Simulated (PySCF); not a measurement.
Compound: CH11NSi3.
SMILES: `C[SiH2][SiH2]N[SiH3]`

Computed, not measured: TDDFT CAM-B3LYP/def2-SVPD, vertical, gas phase, core orbitals frozen in the response in PySCF. One conformer (not necessarily the lowest) at the GFN2-xTB geometry, without solvent, vibrations or thermal averaging. Torsions of this conformer, `[CH3:1][SiH2:2][SiH2:3][NH:4][SiH3:5]`: C1–Si2–Si3–N4 164°, Si2–Si3–N4–Si5 47°.

Computed states:

```
state  E (eV)       f
   S1    5.66  0.0021
   S2    6.69   0.012
   S3    6.86   0.028
   S4    7.17   0.027
   S5    7.40   0.028
   S6    7.44   0.014
   S7    7.54   0.017
   S8    7.71  0.0038
```

Broadening: Gaussians 0.4 eV wide at half height, area fixed by f = 4.319×10⁻⁹ ∫ε dν̃. The width is an assumption, not a result. The curve ends short of the highest state used, and states not computed would add to its high-energy end.

(1) Give the broadened spectrum and its maxima.

(2) Coming from long wavelengths, where does ε first pass 100 L mol⁻¹ cm⁻¹?

(3) On this curve, what absorbance would a 10⁻⁵ mol/L sample give at 222 nm over a 1 cm path?

(4) Does any computed singlet lie in the visible range?

## Answers

(1) 
E (eV), ε (L mol⁻¹ cm⁻¹) and a bar:
```
     5.06          0 
     5.11          1 
     5.16          2 
     5.20          4 
     5.25          8 
     5.30         15 
     5.35         26 
     5.39         39 
     5.44         60 #
     5.49         85 #
     5.54        109 #
     5.59        129 #
     5.63        138 #
     5.68        139 #
     5.73        129 #
     5.78        110 #
     5.82         90 #
     5.87         66 #
     5.92         44 
     5.97         27 
     6.02         15 
     6.06         10 
     6.11          7 
     6.16          8 
     6.21         17 
     6.25         31 
     6.30         66 #
     6.35        129 #
     6.40        236 ##
     6.44        362 ####
     6.49        581 ######
     6.54        871 #########
     6.59       1223 ############
     6.64       1611 ################
     6.68       1922 ###################
     6.73       2272 #######################
     6.78       2541 #########################
     6.83       2706 ###########################
     6.87       2766 ###########################
     6.92       2778 ############################
     6.97       2769 ###########################
     7.02       2793 ############################
     7.07       2889 #############################
     7.11       3029 ##############################
```

Maxima: 219 nm (5.66 eV), ε about 140, made up of S1 (100%); 180 nm (6.91 eV), ε about 2800, made up of S2 (13%), S3 (66%) and S4 (20%) (hardly more than a shoulder) (ε in L mol⁻¹ cm⁻¹; maxima over ε = 5, shares over 10%). At its high-energy end, 7.11 eV, the curve is still rising (ε about 3000, from S3, S4 and S5).

(2) At about 225 nm (5.52 eV), 0.14 eV below S1.

(3) 222 nm is 5.585 eV, where ε is about 130 L mol⁻¹ cm⁻¹, so A = ε c l ≈ 0.0013 (Beer–Lambert, with the gas-phase spectrum and the assumed width).

(4) No computed singlet lies in the visible range (380 to 750 nm); the lowest, at 219 nm, stands 2.40 eV above its violet end (3.26 eV).

Without π bonds the low states are Rydberg-like; a valence basis with one diffuse set may place them up to an eV too high.
